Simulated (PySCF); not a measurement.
C₄H₈Si, SMILES C(/C=C)=C/[SiH3] at its GFN2-xTB optimised geometry (Å):

```
13

C      2.7008     0.4818     0.0005
C      1.3713     0.5054     0.0005
C      0.5532    -0.6835     0.0000
C     -0.7838    -0.6835     0.0000
Si    -1.9034     0.8286     0.0000
H      3.2482    -0.4472     0.0000
H      3.2898     1.3828     0.0010
H      0.8412     1.4487     0.0013
H      1.1007    -1.6212    -0.0002
H     -1.2774    -1.6483     0.0000
H     -1.6650     1.6483    -1.1925
H     -1.6747     1.6408     1.1995
H     -3.2898     0.3559    -0.0074
```

Level of theory: CAM-B3LYP/def2-TZVP (PySCF). Cells within 0.4 Å of a nucleus heavier than hydrogen are left out (blank, or x).

Map of the Laplacian of the electron density (e/bohr⁵), clipped to [-1.50, 1.50] on the plane z = 0.0 Å:

```
|5555555555555555555555555555555|
|5555555555555555555555555555555|
|5555555555555555555555555555555|
|5555555555555555555555555555555|
|5555555555555555555555555555555|
|5555555555555555555555555555555|
|5555555555555555555555555555555|
|5555555555555555555555555555555|
|5555555555555555555555555555555|
|5555555555555555555555555555555|
|5555555555555555555555555555555|
|5555555557955555502555540555555|
|5555555569x95555531455521555555|
|555555447xx9555555xx23xx4555555|
|555555034999455555xx11xx5555555|
|5555554445543455531455403555555|
|5555555555542x34xx3555530555555|
|555555555555xx30xx4555554555555|
|5555555555541555513555555555555|
|5555555555520455530555555555555|
|5555555555543555552555555555555|
|5555555555555555555555555555555|
|5555555555555555555555555555555|
|5555555555555555555555555555555|
|5555555555555555555555555555555|
|5555555555555555555555555555555|
|5555555555555555555555555555555|
|5555555555555555555555555555555|
|5555555555555555555555555555555|
|5555555555555555555555555555555|
|5555555555555555555555555555555|
```
Scale: ten equal steps from -1.50 (start of '0') to 1.50 (end of '9'), in the order '0123456789'; x runs from -5.50 to 5.50, y from -5.50 (bottom) to 5.50 (top).
